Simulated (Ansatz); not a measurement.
```yaml
crystal:
  periodic: [false, false, false]
  atoms:
    - {symbol: B, position_ang: [-0.789340, 0.668193, -0.475585]}
    - {symbol: O, position_ang: [0.189515, 0.938614, 0.069883]}
    - {symbol: C, position_ang: [0.929536, -0.454161, 0.461644]}
    - {symbol: Te, position_ang: [-0.871994, -1.483028, -0.527446]}
    - {symbol: H, position_ang: [-1.534223, 1.449371, -1.054466]}
    - {symbol: H, position_ang: [0.669536, -0.544016, 1.553910]}
    - {symbol: H, position_ang: [1.798370, -0.575254, 0.053017]}
basis:
  gaussian: {orbitals: def2-mTZVP}
hamiltonian: {xc: {name: rPW86-PBE}, dispersion: d3bjatm}
relax: {f_tol: 0.0001, max_steps: 1}
output: {forces: true}
```

```sh
$ ansatz run in.yaml --threads 2 --pin off --events-out ev --progress --plain --max-ram 4352MiB
```

Q: How does Ansatz answer? (Best estimate.)

A: The calculation gave: No converged result was reached.
```
Functional definition: rPW86-PBE
1002 factors; their error is unknown
mean field evaluation 1: about -11102.0940 eV, gradient 7.9e1 eV
mean field evaluation 2: about -10943.6231 eV, gradient 2.4e2 eV
mean field evaluation 4: about -11110.6863 eV, gradient 5.3e1 eV
mean field evaluation 8: about -11116.7085 eV, gradient 1.5e-1 eV
mean field evaluation 16: about -11116.5506 eV, gradient 3.2e-3 eV
mean field -11116.55060243 eV, -408.5256995708 hartree, gradient 3.2e-5 eV, S^2 0.000000; 0 other end points of the search recorded, 0 dependent functions left out
reference -11116.55070214 eV, -408.5257032350 hartree; 23, 23 occupied and 84, 84 virtual orbitals, 1002 factors
relax step   1: F+E_penalty+E_count = -11116.70579678 eV  Δ(F+E_penalty+E_count) = +0.000e0 eV  max|allowed force component| = 1.466e1 eV/Å  Δτ_max = 0.0000 Å  (31 SCF iters, accepted)
Error: geometry relaxation did not converge after 1 steps: max|allowed force component| = 1.47e1 eV/Å (threshold 1.0e-4). Raise `relax.max_steps` over both its present limit and 1, loosen `relax.f_tol`, or start from a geometry closer to equilibrium. Where this run's directory can be resumed (`checkpoint.write`), a resume goes on for up to `relax.max_steps` more
```
